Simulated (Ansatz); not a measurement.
Breaking the H–H spacing in H8 chain (multiplicity 1 held). Energies count from the point at 0.900 Å.
Geometry at that point (charge 0, multiplicity 1):
```xyz
8

H      0.000     0.000     0.000
H      0.000     0.000     0.900
H      0.000     0.000     1.800
H      0.000     0.000     2.700
H      0.000     0.000     3.600
H      0.000     0.000     4.500
H      0.000     0.000     5.400
H      0.000     0.000     6.300
```

Restricted levels (R-, RO-) in cc, def2 and unpolarised 6-31G sets keep to the state of the molecule at rest. U- levels take the lowest unrestricted solution at each point, which mixes spins at long bonds. Active spaces are followed from rest. Full CI gives the lowest state of the spin. Levels need not reach the same state.

Run with Ansatz (Gaussian orbitals). Each number belongs to the level named beside it.

Energies in kcal/mol.

```csv
R (Å),U-HF/6-31G,R-SCS-MP2/6-31G,U-SCS-MP2/6-31G,"FIC-NEVPT4(SD) on CASSCF(8,8)/6-31G",FCI/6-31G
0.700,123.4,128.4,128.4,133.3,133.0
0.800,30.6,33.0,33.1,35.7,35.6
0.900,0.0,0.0,0.0,0.0,0.0
1.100,19.6,22.7,35.1,15.3,15.5
1.300,70.3,89.7,99.4,71.0,71.3
1.500,117.7,164.4,159.5,129.7,130.1
1.800,163.4,265.5,218.0,199.0,199.6
2.100,184.4,342.4,244.1,240.5,241.2
2.500,194.3,400.6,255.9,264.8,265.5
3.000,197.4,405.8,259.4,273.5,274.2
3.600,198.2,338.4,260.2,275.6,276.4
```

Doubts at one or more of the structures used: a spin-contaminated determinant (U-HF/6-31G, U-SCS-MP2/6-31G); a restricted determinant that unrestricted orbitals would lower (R-SCS-MP2/6-31G).

Ansatz is a program for electronic structure.
